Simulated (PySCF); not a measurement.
Input file for PySCF: R-HF/3-21G on C3H4O2 (SMILES C=CC(=O)O), a point of a torsion scan.

```python
from pyscf import gto, scf, dft, mp
from pyscf.data.elements import chemcore

mol = gto.M(
    atom='''
    C    -1.38298160   -0.35430306   -0.25942503
    C    -0.52871961    0.44208824    0.36582140
    C     0.92980346    0.28316018    0.19711374
    O     1.47743926   -0.28912476   -0.70981149
    O     1.61032840    0.88677798    1.18465070
    H    -1.02349561   -1.11527848   -0.93301836
    H    -2.44833620   -0.26735746   -0.13278725
    H    -0.83456033    1.20374045    1.06676369
    H     2.56447728    0.77301820    1.05298180
    ''',
    basis='3-21g',
    charge=0, spin=0, verbose=3, max_memory=1800)
mf = scf.RHF(mol)
mf.conv_tol = 1e-8
mf.max_cycle = 100
mf.kernel()
if not mf.converged:
    mf = mf.newton().run(mf.mo_coeff, mf.mo_occ)
```

What total energy does the run end on?

-264.1666 hartree.
